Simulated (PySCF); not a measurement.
AgH at PBE

Computed with PBE; PySCF, spin-free X2C with a Gaussian nucleus, basis sets Ag x2c-TZVPPall, H x2c-TZVPPall.

| Quantity | Value |
| --- | --- |
| state | ¹Σ⁺ (singlet), closed shell |
| bond length | 1.615 Å |
| harmonic wavenumber | 1765 cm⁻¹ |
| force constant | 1.83 mdyn/Å |
| rotational constant Be | 6.470 cm⁻¹ |
| anharmonicity ωexe | 32.9 cm⁻¹ |
| vibration–rotation constant αe | 0.203 cm⁻¹ |
| well depth De to Ag (4d10 5s1) + H | 2.42 eV |
| dissociation energy D0 | 2.31 eV |
| HOMO–LUMO gap | 2.97 eV |
| bond order (Mayer) | 1.07 |
| dipole moment (positive dipole means Ag(−)H(+)) | -2.43 D |

Spin–orbit coupling is left out.
